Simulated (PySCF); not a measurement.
Isomers of C4H13NOSi, mass 119.077 u with the commonest isotopes. Computed with PBE0/pcSseg-1 in PySCF (dipole) on a GFN2-xTB geometry, gas phase. One conformer each, none proved a minimum here; rigid rotors.

Task: Order these by dipole moment, largest first.
A. `[CH3:1][NH:2][Si@H:3]([CH3:4])[CH2:5][O:6][CH3:7]` with C1–N2–Si3–C4 -59°, N2–Si3–C5–O6 -60°, Si3–C5–O6–C7 -178°
B. `[CH3:1][CH2:2][N:3]([CH3:4])[SiH2:5][O:6][CH3:7]` with C1–C2–N3–C4 75°, C2–N3–Si5–O6 -171°, N3–Si5–O6–C7 178°
C. `[CH3:1][NH:2][SiH2:3][CH2:4][CH2:5][CH2:6][OH:7]` with C1–N2–Si3–C4 -49°, N2–Si3–C4–C5 -160°, Si3–C4–C5–C6 -179°, C4–C5–C6–O7 -177°, C5–C6–O7–H -55°
D. `[CH3:1][CH2:2][Si@:3]([CH3:4])([NH2:5])[O:6][CH3:7]` with C1–C2–Si3–C4 -53°, C2–Si3–N5–H 53° and -171°, C2–Si3–O6–C7 59°

Result: C (2.39 D), D (1.21 D), A (0.78 D), B (0.51 D).

Task: Order these by out-of-plane moment Σ m c² = (Ia + Ib − Ic)/2, smallest first.
A. `[CH3:1][NH:2][SiH2:3][CH2:4][CH2:5][CH2:6][OH:7]` with C1–N2–Si3–C4 -49°, N2–Si3–C4–C5 -160°, Si3–C4–C5–C6 -179°, C4–C5–C6–O7 -177°, C5–C6–O7–H -55°
B. `[CH3:1][NH:2][Si@H:3]([CH3:4])[CH2:5][O:6][CH3:7]` with C1–N2–Si3–C4 -59°, N2–Si3–C5–O6 -60°, Si3–C5–O6–C7 -178°
C. `[CH3:1][CH2:2][N:3]([CH3:4])[SiH2:5][O:6][CH3:7]` with C1–C2–N3–C4 75°, C2–N3–Si5–O6 -171°, N3–Si5–O6–C7 178°
D. `[CH3:1][CH2:2][Si@:3]([CH3:4])([NH2:5])[O:6][CH3:7]` with C1–C2–Si3–C4 -53°, C2–Si3–N5–H 53° and -171°, C2–Si3–O6–C7 59°

Result: A (12.93 u·Å²), B (18.63 u·Å²), C (23.84 u·Å²), D (88.58 u·Å²).

Task: Order these by rotational constant A, largest first.
A. `[CH3:1][CH2:2][N:3]([CH3:4])[SiH2:5][O:6][CH3:7]` with C1–C2–N3–C4 75°, C2–N3–Si5–O6 -171°, N3–Si5–O6–C7 178°
B. `[CH3:1][NH:2][SiH2:3][CH2:4][CH2:5][CH2:6][OH:7]` with C1–N2–Si3–C4 -49°, N2–Si3–C4–C5 -160°, Si3–C4–C5–C6 -179°, C4–C5–C6–O7 -177°, C5–C6–O7–H -55°
C. `[CH3:1][NH:2][Si@H:3]([CH3:4])[CH2:5][O:6][CH3:7]` with C1–N2–Si3–C4 -59°, N2–Si3–C5–O6 -60°, Si3–C5–O6–C7 -178°
D. `[CH3:1][CH2:2][Si@:3]([CH3:4])([NH2:5])[O:6][CH3:7]` with C1–C2–Si3–C4 -53°, C2–Si3–N5–H 53° and -171°, C2–Si3–O6–C7 59°

Result: B (6093 MHz), A (4800 MHz), C (3295 MHz), D (2131 MHz).

| SMILES | point group | Ia (u·Å²) | Ib (u·Å²) | Ic (u·Å²) | κ | μa (D) | μb (D) | μc (D) |
| --- | --- | --- | --- | --- | --- | --- | --- | --- |
| CCN(C)[SiH2]OC | C1 | 105.29 | 448.99 | 506.60 | -0.93 | 0.22 | 0.23 | 0.40 |
| CN[SiH2]CCCO | C1 | 82.94 | 722.74 | 779.83 | -0.98 | 1.99 | 0.17 | 1.31 |
| CN[Si@H](C)COC | C1 | 153.37 | 441.29 | 557.41 | -0.80 | 0.33 | 0.12 | 0.70 |
| CC[Si@](C)(N)OC | C1 | 237.15 | 293.19 | 353.18 | -0.16 | 0.22 | 0.57 | 1.04 |
